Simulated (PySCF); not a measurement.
## Gallium: a sound run and one with changed settings

Sound run: Ga [Ar] 3d10 4s2 4p1, Ga+ [Ar] 3d10 4s2. All numbers are calculated (PySCF 2.14, no relativity, point nucleus, in def2-SVP (5s4p3d, 32 functions)). In the sound run the correlated levels freeze [Ar] 3d10. The sound run starts from symmetry-adapted Hartree-Fock orbitals and uses a fine grid where one is needed.

Changed run: a valence shell is frozen. This setting is unsound on purpose.

Ionisation energy of Ga:

```json
{"method": "UHF", "sound run (eV)": "5.550", "changed run (eV)": "5.550"}
{"method": "MP2", "sound run (eV)": "5.683", "changed run (eV)": "5.550"}
{"method": "SCS-MP2", "sound run (eV)": "5.662", "changed run (eV)": "5.550"}
{"method": "CCSD", "sound run (eV)": "5.738", "changed run (eV)": "5.550"}
{"method": "CCSD(T)", "sound run (eV)": "5.753", "changed run (eV)": "5.550"}
{"method": "CCSDT", "sound run (eV)": "n/a", "changed run (eV)": "5.550"}
{"method": "FCI", "sound run (eV)": "n/a", "changed run (eV)": "5.550"}
```

Freezing a valence shell removes pair correlation that changes on ionisation.

For comparison, NIST gives 5.999 eV between the lowest levels.
